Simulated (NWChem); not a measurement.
# CH3BF2O; SMILES OCB(F)F

```xyz
8

O      0.0659    -1.9440     0.0967
C     -0.7449    -0.8121    -0.0762
B     -0.0038     0.5663     0.0046
F     -0.6613     1.7088     0.0450
F      1.3169     0.6289    -0.0067
H      0.9044    -1.7866    -0.3489
H     -1.3132    -0.8319    -1.0349
H     -1.5308    -0.8277     0.7001
```
Atoms are numbered in this order, from 1.

Coordinates come from a PBE0/def2-SVP optimisation. B3LYP is NWChem's, with the RPA form of VWN correlation.

### Question
List the 6 lowest vertical singlet excitations from B3LYP/6-31G* (spherical d), TDA (NWChem).

### Answer
```
state  energy (eV)  oscillator strength  leading excitation (squared amplitude)
-----  -----------  -------------------  --------------------------------------
S1            6.66                0.023                      HOMO → LUMO (0.99)
S2            7.83                0.001                    HOMO → LUMO+1 (0.98)
S3            8.12                0.025                    HOMO−1 → LUMO (0.98)
S4            9.15                0.046                    HOMO → LUMO+2 (0.98)
S5            9.56                0.001                  HOMO−1 → LUMO+1 (0.98)
S6            9.83                0.006                    HOMO−2 → LUMO (0.81)
```
